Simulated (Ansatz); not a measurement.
System: C2H10NSi2, charge -1, multiplicity 1. It need not be the lowest isomer of its formula. Whether it binds its extra electron was not tested at this geometry. 
Coordinates optimised at B3LYP-D3(BJ)/def2-TZVP (Ansatz, an electronic-structure program):
```xyz
15

Si    -0.7437    -0.1512    -0.4297
C     -2.0395     1.0951    -1.0445
C     -1.3304    -0.8690     1.2052
N      0.7774     0.5810    -0.2752
Si     2.3151    -0.1700     0.4434
H     -0.8153    -1.2836    -1.4192
H     -3.0165     0.6210    -1.1811
H     -1.7436     1.5261    -2.0055
H     -2.1551     1.9160    -0.3314
H     -2.2736    -1.4111     1.0862
H     -0.5731    -1.5521     1.5928
H     -1.4696    -0.0765     1.9451
H      0.9852     1.3309    -0.9159
H      1.8223    -0.3457     1.8968
H      2.0181    -1.6518     0.1026
```
Charge -1, spin multiplicity 1.

Parts of the frozen-core correlation energy in aug-cc-pV(T+d)Z (Ansatz, hartree). Frozen orbitals: 13; correlated occupied orbitals by spin: 16 and 16; virtual: 449 and 449. Spin-orbit coupling is left out. No relativistic terms.

```tsv
term	value
reference (HF)	-713.99823
MP2 opposite-spin	-0.67497
MP2 same-spin	(withheld)
CCSD correlation	(withheld)
(T)	(withheld)
T1 diagnostic	0.013
largest doubles amplitude	0.014
```

Question: Some entries are withheld; supply them.

Answer: 
- MP2 same-spin, value: -0.18159
- CCSD correlation, value: -0.91909
- (T), value: -0.03841
